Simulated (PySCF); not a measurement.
As (SMILES [As-]), charge -1, triplet; PySCF with HF/def2-TZVP.

The PySCF input:
```python
from pyscf import gto, scf

mol = gto.M(
    atom='''
As    0.000000    0.000000    0.000000
''',
    basis='def2-tzvp',
    charge=-1,
    spin=2,
    verbose=4,
)

mf = scf.UHF(mol)
mf.kernel()
```

### Question
Write the output that PySCF gives for this input, abridged.

### Answer

```
PySCF version 2.14.0

[INPUT] verbose = 4
[INPUT] num. atoms = 1
[INPUT] num. electrons = 34
[INPUT] charge = -1
[INPUT] spin (= nelec alpha-beta = 2S) = 2
[INPUT] symmetry False subgroup None
[INPUT] Mole.unit = angstrom
[INPUT] Symbol           X                Y                Z      unit          X                Y                Z       unit  Magmom
[INPUT]  1 As     0.000000000000   0.000000000000   0.000000000000 AA    0.000000000000   0.000000000000   0.000000000000 Bohr   0.0

nuclear repulsion = 0
number of shells = 16
number of NR pGTOs = 103
number of NR cGTOs = 48
basis = def2-tzvp
ecp = {}

******** <class 'pyscf.scf.uhf.UHF'> ********
method = UHF
initial guess = minao
damping factor = 0
level_shift factor = 0
DIIS = <class 'pyscf.scf.diis.CDIIS'>
diis_start_cycle = 1
diis_space = 8
diis_damp = 0
SCF conv_tol = 1e-09
SCF conv_tol_grad = None
SCF max_cycles = 50
direct_scf = True
direct_scf_tol = 1e-13
number electrons alpha = 18  beta = 16
Set gradient conv threshold to 3.16228e-05
init E= -2233.11987236451

cycle= 1 E= -2234.15354719686  delta_E= -1.03  |g|= 0.133  |ddm|= 0.895
cycle= 2 E= -2234.16641072904  delta_E= -0.0129  |g|= 0.0305  |ddm|= 0.308
cycle= 3 E= -2234.1671715609  delta_E= -0.000761  |g|= 0.00937  |ddm|= 0.0427
cycle= 4 E= -2234.16728111647  delta_E= -0.00011  |g|= 0.00211  |ddm|= 0.019
cycle= 5 E= -2234.16728692326  delta_E= -5.81e-06  |g|= 0.000627  |ddm|= 0.00518
cycle= 6 E= -2234.16728716381  delta_E= -2.41e-07  |g|= 0.00022  |ddm|= 0.000997
cycle= 7 E= -2234.16728722408  delta_E= -6.03e-08  |g|= 5.07e-05  |ddm|= 0.000686
cycle= 8 E= -2234.1672872298  delta_E= -5.73e-09  |g|= 1.59e-05  |ddm|= 0.000233
cycle= 9 E= -2234.16728723038  delta_E= -5.8e-10  |g|= 2.47e-06  |ddm|= 9.71e-05
Extra cycle  E= -2234.16728723039  delta_E= -8.19e-12  |g|= 1.16e-06  |ddm|= 6.45e-06
converged SCF energy = -2234.16728723039  <S^2> = 2.0110645  2S+1 = 3.0073673
```
